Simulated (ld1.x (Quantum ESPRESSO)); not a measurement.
## N, TM: configuration errors across variants

N, norm-conserving Troullier–Martins (Kleinman–Bylander form), made with ld1.x (Quantum ESPRESSO) 7.5 (PBE, scalar-relativistic). Core [He], reference 2s1.5 2p3.5. Waves: 2s (bound): rc 0.75 bohr; 3d channel at 0.15 Ry: rc 1.65 bohr; 2p (bound): rc 1.55 bohr. Local part: the p channel. Core correction: a·sin(br)/r model core inside 0.35 bohr.

All-electron excitation energies from the reference (eV): (1) 2s2 2p3 -5.750; (2) 2s2 2p2 7.841; (3) 2s2 2p1 36.695; (4) 2s1 2p4 5.757; (5) 2s1 2p0 161.596; (6) 2s2 2p3.3 -7.369; (7) 2s2 2p0 83.777.

Errors AE − PS in meV (a dash: test not solved or not reliable):

| change | (1) | (2) | (3) | (4) | (5) | (6) | (7) | bound ghosts |
| --- | --- | --- | --- | --- | --- | --- | --- | --- |
| base | +1.5 | +21 | +148 | +1.6 | +1154 | -1.1 | +677 | none |
| wave 2p (bound): rc 1.55 bohr becomes 2p (bound): rc 1.00 bohr | +1.7 | +5.2 | +31 | +1.8 | +264 | +1.4 | +149 | none |
| wave 2p (bound): rc 1.55 bohr becomes 2p (bound): rc 1.22 bohr | +2.1 | +10 | +65 | +2.2 | +518 | +1.2 | +303 | none |
| wave 2p (bound): rc 1.55 bohr becomes 2p (bound): rc 1.38 bohr | +1.9 | +15 | +102 | +2.0 | +806 | +0.3 | +472 | none |
| wave 2p (bound): rc 1.55 bohr becomes 2p (bound): rc 1.52 bohr | +1.5 | +21 | +148 | +1.6 | +1154 | -1.1 | +677 | none |
| wave 2p (bound): rc 1.55 bohr becomes 2p (bound): rc 1.68 bohr | +0.7 | +31 | +220 | +0.9 | +1657 | -3.3 | +977 | none |
| wave 2p (bound): rc 1.55 bohr becomes 2p (bound): rc 2.04 bohr | -1.7 | +64 | +455 | -1.5 | +3099 | -10 | +1861 | none |
| wave 2p (bound): rc 1.55 bohr becomes 2p (bound): rc 2.18 bohr | -3.4 | +90 | +619 | -3.3 | +4009 | -15 | +2431 | none |
| wave 2p (bound): rc 1.55 bohr becomes 2p (bound): rc 2.36 bohr | -5.8 | +124 | +834 | -5.7 | +5133 | -22 | +3141 | none |

(1) Give the same row for: wave 2p (bound): rc 1.55 bohr becomes 2p (bound): rc 1.82 bohr.

## Answers

(1) -0.1, +42, +300, +0.1, +2175, -5.7, +1291; bound ghosts: none.
